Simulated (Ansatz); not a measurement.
Frontier orbitals of C4H2F4, SMILES `F/C=C/C(F)=C(F)F`.

Z-matrix (Å, degrees):
```
C
C 1 1.327
F 1 1.332 2 121.0
H 1 1.083 2 125.8 3 180.0
C 2 1.437 1 122.4 3 180.0
H 2 1.083 1 119.9 3 0.0
F 5 1.340 2 117.3 1 -0.0
C 5 1.331 2 125.2 1 180.0
F 8 1.307 5 124.5 2 -180.0
F 8 1.313 5 123.3 2 0.0
```

The species carries charge 0 and has multiplicity 1. The structure was optimised at the PBE0-D4/def2-TZVP level. It is one conformer, not always the lowest. Basis def2-TZVPP, Ansatz.

Orbital energies of one run (eV). Highest occupied ones, from the top: -5.85, -8.17, -9.71, -10.27, -11.31, -11.82, -11.82, -11.99, -12.03, -12.29, -13.43, -14.03, -14.04, -15.20. Empty: -1.55, 0.61, 1.27, 1.34, 1.78, 2.21.

Q: Which functional gave them?
A. r2SCAN0
B. B97M-V
C. BHLYP
D. ωB97X-V

A: B. HOMO energies: B97M-V -5.85, r2SCAN0 -6.94, BHLYP -7.92, ωB97X-V -8.99 eV.
